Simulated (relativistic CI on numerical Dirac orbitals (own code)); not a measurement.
## Spin-allowed bands of a d3 ion in an octahedral site, by hand

Problem. Take Δ = 12800 cm⁻¹ and B = 560 cm⁻¹ for a d3 ion in an octahedral site. Calculate the three spin-allowed bands.

Working.
1. The terms of highest spin are 4F (energy 0) and 4P (15B = 8400 cm⁻¹). Here the F term splits into A2 at −1.2Δ = -15360, T2 at −0.2Δ = -2560 and T1 at +0.6Δ = 7680 cm⁻¹.
2. The two T1 states mix through the element 0.4Δ: H = [[7680, 5120], [5120, 8400]], with roots ½(H₁₁ + H₂₂) ∓ ½√[(H₂₂ − H₁₁)² + 4H₁₂²] = ½(16080) ∓ ½(10265) = 2907 and 13173 cm⁻¹.
3. The ground term is 4A2 at -15360 cm⁻¹.
4. Bands: 4T2 12800 cm⁻¹ (781 nm), 4T1(F) 18267 cm⁻¹ (547 nm), 4T1(P) 28533 cm⁻¹ (350 nm).

Check. Exact diagonalisation of the whole d3 shell with these parameters gives 4T2 12800, 4T1 18267, 4T1 28533 cm⁻¹. The match is exact, since without spin-orbit coupling no other term has this spin. The ratio of the second band to the first, 1.427, depends on Δ/B = 22.9 alone, which is how a Tanabe-Sugano diagram is read.
